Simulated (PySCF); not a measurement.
# What a mistake does to a calculation on Cl2FHSi

Calculated results; nothing here was measured. They come from PySCF 2.14.0, an open-source quantum chemistry program, on an isolated molecule that a program drew, which may never have been made. The molecule is Cl2FHSi (charge 0, singlet), drawn as the SMILES string `F[SiH](Cl)Cl`.

Each row is a Hartree-Fock (HF) and frozen-core CCSD(T) single point in the cc-pV(D+d)Z basis, meant for a local HF minimum. Run 1 is clean. Each other run has one planted mistake out of seven kinds, and not every kind appears here: one electron removed, one electron added, multiplicity raised by two, geometry at a saddle point, minimal basis STO-3G, one bond length entered in bohr, all coordinates scaled. The reference is restricted for singlets and unrestricted otherwise, and also for a bond in bohr. Adding or removing an electron swaps singlet and doublet. Electrons count all cores. HOMO and LUMO are orbital energies over both spins, the gradient is its largest component, and the lowest frequency (negative if imaginary) is given only where the gradient is small. Bond lengths are over the 4 bonds as drawn. T1 is the CCSD diagnostic: over 0.02 (restricted) or 0.045 (unrestricted) a single reference is doubtful.

Geometry of the clean run:
```xyz
5
Cl2FHSi, angstrom
F    -0.0259   -1.5586    0.0206
Si    0.2498   -0.4966   -1.1364
Cl   -1.4815    0.5035   -1.4974
Cl    0.8439   -1.5118   -2.7930
H     1.2890    0.4220   -0.7001
```

```
run,electrons,basis functions,<S^2>,HOMO (eV),LUMO (eV),gradient (hartree/bohr),lowest frequency (cm^-1),mean bond (Å),longest bond (Å),T1,HF (hartree),CCSD(T) (hartree),mistake
1,58,88,0.000,-13.00,4.00,3.3e-05,193,1.7780,2.032,0.0103,-1308.14003,-1308.74023,no fault
2,58,88,0.934,-9.73,1.09,1.4e-02,-,2.1327,3.013,0.0427,-1307.96937,-1308.53546,one bond length entered in bohr
3,57,88,0.760,-18.41,-10.29,8.9e-02,-,1.7780,2.032,0.0780,-1307.70935,-1308.29905,one electron removed
4,58,88,0.000,-13.00,3.44,2.5e-02,-,1.8331,2.095,0.0110,-1308.13442,-1308.73740,all coordinates scaled
5,59,88,0.755,2.49,10.19,7.6e-02,-,1.7780,2.032,0.0137,-1308.01952,-1308.62935,?
```

**Which mistake was planted in run 5, and what did it cost?**

It counts 59 electrons, one more than the clean run, at the same geometry and basis. So the mistake is: one electron added. Subtracting run 1 and multiplying by 627.51 kcal/mol a hartree, the energy moved by 75.6 kcal/mol in HF and 69.6 kcal/mol in CCSD(T).

Cautions from the logs. Run 3: T1 is over the limit, so its CCSD(T) energy is less reliable; run 5: the HOMO is above zero, so the electron isn't bound and the energy depends on the basis.
